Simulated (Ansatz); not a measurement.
Molecule: BI, charge 1, multiplicity 2. SMILES: [B][I+]

Atoms: B1, I2. Bonds: B1-I2.

Bond lengths (Å) and angles (degrees) optimised at HF/3-21G with Ansatz (an electronic-structure program); B3LYP/LANL2DZ with Ansatz; MP2/6-31G* with LANL2DZ past Ar with Ansatz, each started from the B3LYP-D3(BJ)/def2-TZVP structure (Ansatz) of the last column. A row stands for all coordinates that are equal there. 6-31G* holds six Cartesian d functions.

```json
[
 {"coordinate": "B1-I2", "HF/3-21G": "2.031", "B3LYP/LANL2DZ": "2.007", "MP2/6-31G* with LANL2DZ past Ar": "1.928", "B3LYP-D3(BJ)/def2-TZVP": "1.967"}
]
```

Mean signed difference of all 1 bond lengths from B3LYP-D3(BJ)/def2-TZVP: HF/3-21G 0.064 Å, B3LYP/LANL2DZ 0.040 Å, MP2/6-31G* with LANL2DZ past Ar -0.039 Å.
